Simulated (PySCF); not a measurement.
C2H9FOSi2, SMILES C[C@H]([SiH3])[Si@H](O)F. Heavy atoms are numbered as in [CH3:1][C@H:2]([SiH3:3])[Si@H:4]([OH:5])[F:6]. Hydrogens are named by the atom that carries them.

The structure is a stationary point at B3LYP-D3(BJ)/def2-SVP. The structure was generated by enumeration; whether it is a known compound was not checked. Other conformers were not sampled.

Computed with PBE/pcSseg-1 in PySCF.

GIAO shieldings, no solvent; atoms alike by connectivity are averaged. δ = σ(ref) − σ: ¹³C against TMS (σ = 182.0 ppm); ²⁹Si against TMS (σ = 335.4 ppm); ¹⁷O against H2O (σ = 334.3 ppm); ¹⁹F against CFCl3 (σ = 133.6 ppm); ¹H against TMS (σ = 31.49 ppm), references at their B3LYP-D3(BJ)/def2-TZVP geometries, non-relativistic.

| nucleus | atoms | count | δ (ppm) |
|---|---|---|---|
| ¹³C | C1 (CH3) | 1 | 13.9 |
| ¹³C | C2 (CH) | 1 | 5.2 |
| ²⁹Si | Si4 (SiH) | 1 | -0.3 |
| ²⁹Si | Si3 (SiH3) | 1 | -65.2 |
| ¹⁷O | O5 (OH) | 1 | 74.2 |
| ¹⁹F | F6 | 1 | -165.6 |
| ¹H | H on Si4 | 1 | 5.36 |
| ¹H | H on Si3 | 3 | 4.20 |
| ¹H | H on O5 | 1 | 2.60 |
| ¹H | H on C1 | 3 | 1.45 |
| ¹H | H on C2 | 1 | 0.85 |
